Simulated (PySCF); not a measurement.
A GIAO shielding run with PySCF (density fitting, non-relativistic, gas phase) on `CN(CCN)[SiH2]S`, C3H12N2SSi:

```
$ OMP_NUM_THREADS=1 python probes_run.py task.json out

{"job": {"kind": "nmr", "xc": "PBE0", "basis": "pcSseg-1"}, "charge": 0, "multiplicity": 1}
C      0.667723    -1.765508    -1.098599
N      0.216712    -0.674164    -0.271505
C     -1.205244    -0.693355    -0.070769
C     -1.599318     0.331851     0.975957
N     -1.043645     1.601187     0.561666
Si     1.116295     0.739744     0.083028
S      3.160234     0.081489    -0.332487
H      1.743690    -1.714564    -1.228714
H      0.193927    -1.739063    -2.087008
H      0.418517    -2.720510    -0.625193
H     -1.516570    -1.693548     0.256087
H     -1.732943    -0.475028    -1.015049
H     -2.691045     0.347935     1.102062
H     -1.139337     0.063846     1.928177
H     -1.124111     2.309711     1.280171
H     -1.489596     1.933848    -0.285107
H      1.243091     1.022195     1.512669
H      1.047220     1.878885    -0.838766
H      3.724596     1.174298     0.145918
```

Hardware: 1 thread of an Intel Xeon, shared host. The job also computes population analyses, field gradients.

Question: How large is the calculation?

Answer: 74 electrons, 193 basis functions and 1039 auxiliary functions.

Question: How long does it take, and how much memory does it need?

Answer: 72 s of wall time, with 12 SCF cycles and 4 response iterations; peak memory 0.91 GiB. Times on a shared host scatter by some tens of per cent.
